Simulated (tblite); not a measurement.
C₄H₁₃N₂PSi₂.
Numbering: `[N:1]#[C:2][C@@H:3]([CH2:4][SiH3:5])[CH2:6][NH:7][SiH2:8][PH2:9]` (hydrogens: H10 on C3; H11, H12 on C4; H13, H14, H15 on Si5; H16, H17 on C6; H18 on N7; H19, H20 on Si8; H21, H22 on P9)

Computed with GFN2-xTB (tblite), gas phase: L-BFGS steps from a force-field or distance-geometry start until the largest atomic force falls under 0.01 eV/Å.

Step 21: E = -734.2853 eV
```
atom  x, y, z in Å  |  force x, y, z in eV/Å
N1     -1.7712   -1.3578   -2.1464    0.046   0.036   0.016
C2     -1.3931   -0.7490   -1.2552   -0.012  -0.097  -0.017
C3     -0.9541   -0.0101   -0.0959   -0.063   0.094  -0.056
C4     -2.0814   -0.0095    0.9450    0.004  -0.088   0.037
Si5    -3.6406    0.8901    0.2765    0.076  -0.059   0.077
C6      0.3784   -0.5748    0.4197   -0.072   0.051  -0.024
N7      1.4385   -0.2720   -0.5109    0.032  -0.026  -0.008
Si8     3.0566   -0.8354   -0.4531    0.036   0.097   0.037
P9      4.2891    1.0052   -0.8717   -0.007  -0.072  -0.054
H10    -0.7752    1.0293   -0.4151    0.010  -0.072   0.042
H11    -2.3008   -1.0439    1.2297   -0.031   0.125  -0.054
H12    -1.7099    0.4824    1.8466   -0.015   0.027  -0.029
H13    -4.5914   -0.0665   -0.2747    0.005  -0.038  -0.007
H14    -4.2407    1.6541    1.3694   -0.008  -0.022   0.034
H15    -3.1885    1.8158   -0.7635   -0.028   0.042  -0.017
H16     0.5839   -0.1156    1.4026   -0.048  -0.116  -0.071
H17     0.3169   -1.6626    0.5486   -0.030   0.104   0.041
H18     1.2091    0.4752   -1.1472    0.040   0.020   0.020
H19     3.2778   -1.3748    0.8910   -0.004  -0.030   0.017
H20     3.3614   -1.8424   -1.4726   -0.012  -0.046   0.000
H21     5.2100    0.7737    0.1294    0.024   0.007  -0.021
H22     3.5150    1.8079   -0.0537    0.057   0.064   0.038
```

Step 22: E = -734.2888 eV
```
atom  x, y, z in Å  |  force x, y, z in eV/Å
N1     -1.7686   -1.3637   -2.1473    0.044   0.025  -0.016
C2     -1.3905   -0.7494   -1.2602   -0.030  -0.088   0.034
C3     -0.9561   -0.0072   -0.1009   -0.025   0.063  -0.048
C4     -2.0838   -0.0031    0.9396    0.043  -0.076   0.014
Si5    -3.6467    0.8901    0.2780    0.087  -0.047   0.064
C6      0.3750   -0.5734    0.4190   -0.044   0.040  -0.037
N7      1.4429   -0.2654   -0.5017    0.010  -0.020  -0.012
Si8     3.0599   -0.8327   -0.4476    0.002   0.048   0.020
P9      4.2924    0.9999   -0.8755    0.008  -0.003  -0.022
H10    -0.7749    1.0288   -0.4226    0.015  -0.011   0.031
H11    -2.3012   -1.0363    1.2221   -0.046   0.065  -0.015
H12    -1.7134    0.4903    1.8410   -0.006   0.016  -0.038
H13    -4.5976   -0.0653   -0.2698   -0.016  -0.067  -0.029
H14    -4.2429    1.6378    1.3815   -0.028   0.013   0.055
H15    -3.2037    1.8212   -0.7599   -0.025   0.053  -0.023
H16     0.5796   -0.1196    1.4031   -0.069  -0.101  -0.036
H17     0.3136   -1.6611    0.5424   -0.038   0.078   0.048
H18     1.2081    0.4746   -1.1440    0.067   0.027   0.003
H19     3.2963   -1.3750    0.8916   -0.024  -0.024   0.042
H20     3.3601   -1.8447   -1.4636   -0.014  -0.049  -0.011
H21     5.2171    0.7716    0.1232    0.027  -0.007  -0.036
H22     3.5241    1.8019   -0.0499    0.062   0.065   0.010
```

Step 23: E = -734.2915 eV
```
atom  x, y, z in Å  |  force x, y, z in eV/Å
N1     -1.7657   -1.3678   -2.1486    0.033  -0.002  -0.051
C2     -1.3891   -0.7512   -1.2629   -0.034  -0.051   0.067
C3     -0.9583   -0.0043   -0.1054    0.012   0.007  -0.027
C4     -2.0848    0.0009    0.9357    0.057  -0.026  -0.011
Si5    -3.6498    0.8895    0.2802    0.050  -0.019   0.030
C6      0.3715   -0.5715    0.4173   -0.007   0.018  -0.043
N7      1.4457   -0.2610   -0.4955   -0.008  -0.011  -0.014
Si8     3.0622   -0.8301   -0.4429   -0.021  -0.017   0.006
P9      4.2948    0.9957   -0.8784    0.020   0.059   0.005
H10    -0.7744    1.0286   -0.4279    0.012   0.049   0.009
H11    -2.3027   -1.0298    1.2163   -0.052  -0.014   0.022
H12    -1.7161    0.4964    1.8363    0.010   0.008  -0.032
H13    -4.6018   -0.0660   -0.2665   -0.009  -0.066  -0.031
H14    -4.2448    1.6257    1.3917   -0.031   0.025   0.054
H15    -3.2151    1.8260   -0.7576   -0.029   0.042  -0.005
H16     0.5754   -0.1244    1.4025   -0.079  -0.062   0.011
H17     0.3101   -1.6584    0.5386   -0.047   0.033   0.040
H18     1.2083    0.4749   -1.1412    0.086   0.036  -0.013
H19     3.3098   -1.3760    0.8928   -0.041  -0.014   0.050
H20     3.3588   -1.8471   -1.4567   -0.019  -0.035  -0.005
H21     5.2235    0.7699    0.1178    0.028  -0.017  -0.048
H22     3.5321    1.7993   -0.0471    0.069   0.059  -0.014
```

**Question.** Estimate the geometry and energy of step 24. (The exact step hangs on the optimiser's Hessian estimate; all steps are aligned on step 23, rigid shifts and turns removed.)

**Answer.** E = -734.2937 eV, largest force 0.104 eV/Å
```
atom  x, y, z in Å  |  force x, y, z in eV/Å
N1     -1.7626   -1.3706   -2.1504    0.022  -0.025  -0.066
C2     -1.3890   -0.7538   -1.2639   -0.030  -0.010   0.066
C3     -0.9599   -0.0020   -0.1090    0.033  -0.038  -0.004
C4     -2.0844    0.0032    0.9329    0.042   0.022  -0.027
Si5    -3.6509    0.8886    0.2825   -0.009   0.011  -0.007
C6      0.3685   -0.5698    0.4151    0.023  -0.006  -0.034
N7      1.4472   -0.2585   -0.4919   -0.017   0.000  -0.020
Si8     3.0634   -0.8283   -0.4390   -0.023  -0.066  -0.002
P9      4.2968    0.9935   -0.8806    0.023   0.086   0.018
H10    -0.7741    1.0292   -0.4314    0.005   0.080  -0.012
H11    -2.3052   -1.0251    1.2124   -0.043  -0.073   0.048
H12    -1.7178    0.5009    1.8326    0.029   0.001  -0.018
H13    -4.6043   -0.0680   -0.2646    0.014  -0.046  -0.021
H14    -4.2465    1.6174    1.4001   -0.022   0.019   0.034
H15    -3.2236    1.8302   -0.7562   -0.036   0.022   0.022
H16     0.5711   -0.1292    1.4017   -0.077  -0.017   0.049
H17     0.3063   -1.6555    0.5367   -0.051  -0.012   0.021
H18     1.2101    0.4763   -1.1389    0.095   0.039  -0.018
H19     3.3184   -1.3776    0.8946   -0.053  -0.001   0.046
H20     3.3575   -1.8494   -1.4515   -0.023  -0.017   0.006
H21     5.2289    0.7686    0.1128    0.030  -0.023  -0.053
H22     3.5398    1.7993   -0.0454    0.070   0.055  -0.026
```

The energy changes by -0.0022 eV. The first-order estimate −F·Δx gives -0.0030 eV and the mean of the old and new forces, exact on a quadratic surface, -0.0022 eV. The step makes an angle of 69° with the force vector and moves no atom by more than 0.012 Å.

The cost below is that of the whole relaxation. On one thread, Arm Neoverse N1 (aarch64), no GPU, shared host with 64 logical CPUs at a one-minute load of 54, this took 4.4 s wall.
